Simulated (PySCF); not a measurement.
Spectra and structures to be paired. Theory: TDDFT CAM-B3LYP/def2-SVPD, vertical, gas phase, core orbitals frozen in the response in PySCF. Geometries: GFN2-xTB; one conformer of each isolated species. Triplets are in the Tamm–Dancoff approximation.

A. `C=CC[SiH]([SiH3])[SiH3]`
B. `C=Cc1cpccn1`
C. `CN([SiH2]F)C1CC1`
D. `C=C[SiH2]SC`
E. `C[Si@](S)(O)C=O`

Lowest singlet levels (six at most, fewer where fewer were computed) with oscillator strengths:

1. 391 nm (f 0.003); 226 nm (f 0.014); 206 nm (f 0.026); 189 nm (f 0.031); 185 nm (f 0.007); 182 nm (f 0.058); T1 2.49 eV
2. 216 nm (f 0.010); 196 nm (f 0.005); 180 nm (f 0.022); 180 nm (f 0.011); 176 nm (f 0.013); 167 nm (f 0.020); T1 5.55 eV
3. 302 nm (f 0.007); 281 nm (f 0.081); 258 nm (f 0.002); 242 nm (f 0.074); 236 nm (f 0.008); 214 nm (f 0.687); T1 3.09 eV
4. 230 nm (f 0.023); 211 nm (f 0.002); 189 nm (f 0.020); 182 nm (f 0.047); 181 nm (f 0.055); 177 nm (f 0.010); T1 4.32 eV
5. 196 nm (f 0.013); 194 nm (f 0.225); 184 nm (f 0.030); 180 nm (f 0.178); 177 nm (f 0.202); 172 nm (f 0.005); T1 4.26 eV

**Question.** Which spectrum belongs to which structure?

**Answer.** 1 = E, 2 = C, 3 = B, 4 = D, 5 = A.
- A: S1 at 6.33 eV, HOMO→LUMO (72%), HOMO→LUMO+1 (17%); Löwdin shares by element: HOMO carbon 71%, silicon 10% or more (atoms not listed hold the other 19%); LUMO silicon 64%, hydrogen 10% or more (atoms not listed hold the other 26%); HOMO -8.43 and LUMO 0.53 eV.
- B: S1 at 4.11 eV, HOMO-1→LUMO (97%); Löwdin shares by element: HOMO carbon 66% or more (atoms not listed hold the other 34%); LUMO phosphorus 32%, carbon 26% or more, nitrogen 16% (atoms not listed hold the other 27%); HOMO -8.32 and LUMO -1.11 eV; point group Cs.
- C: S1 at 5.73 eV, HOMO→LUMO (90%); Löwdin shares by element: HOMO nitrogen 48%, carbon 27% or more (atoms not listed hold the other 25%); LUMO silicon 37%, hydrogen 19% or more, fluorine 10% (atoms not listed hold the other 34%); HOMO -7.81 and LUMO 1.11 eV.
- D: S1 at 5.39 eV, HOMO→LUMO (86%); Löwdin shares by element: HOMO sulfur 71%, carbon 10% or more, silicon 8%; LUMO carbon 57% or more, silicon 13%, sulfur 11% (atoms not listed hold the other 19%); HOMO -8.01 and LUMO 0.36 eV.
- E: S1 at 3.17 eV, HOMO→LUMO (82%), HOMO-1→LUMO (12%); Löwdin shares by element: HOMO oxygen 36% or more, sulfur 21%, carbon 18% or more, silicon 9% (atoms not listed hold the other 16%); LUMO carbon 37% or more, oxygen 31% or more, silicon 11%, sulfur 8%; HOMO -8.34 and LUMO -0.57 eV.
